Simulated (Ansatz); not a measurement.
Molecule: C$_{4}$H$_{4}$NS (charge -1, singlet). It need not be the lowest isomer of its formula. Whether it binds its extra electron was not tested at this geometry. 
Structure (B3LYP-D3(BJ)/def2-TZVP (Ansatz, a first-principles code) minimum search):
```
C
C 1 1.3728
H 2 1.0822 1 128.51
N 1 1.4276 2 122.91 3 -0.05
H 4 1.0128 1 112.42 2 -43.59
H 4 1.0134 5 109.65 1 118.93
C 1 1.4428 2 117.05 3 178.47
C 7 1.3569 1 107.46 2 -0.11
H 8 1.0837 7 129.69 1 179.42
S 2 1.7307 3 120.31 1 178.37
```
Charge -1, spin multiplicity 1.

Total electronic energies in hartree. Correlated levels leave the core frozen unless marked. Spin-orbit coupling is left out. Non-relativistic. CBS(X,Y): correlation extrapolated as X^-3; Hartree-Fock from the larger set.

The Hartree-Fock reference is unstable (checked in the largest basis), which strains HF and MP2. 

```csv
level,program,energy (Eh)
BLYP/def2-TZVPD,Ansatz,-607.74767
revPBE/def2-TZVPD,Ansatz,-607.70265
r2SCAN0-D4/def2-TZVPD,Ansatz + dftd4,-607.64871
MP2/cc-pV(D+d)Z,Ansatz,-606.54108
MP2/aug-cc-pV(Q+d)Z,Ansatz,-606.92581
MP2/cc-pV(Q+d)Z,Ansatz,-606.91041
CCSD/cc-pV(T+d)Z,Ansatz,-606.83719
CCSD/cc-pwCVTZ,Ansatz,-606.85117
"CCSD(T)/CBS(aug-cc-pV(T+d)Z,aug-cc-pV(Q+d)Z)",Ansatz,-607.0347
```

Totals of different functionals don't rank their quality; only differences between species are comparable.
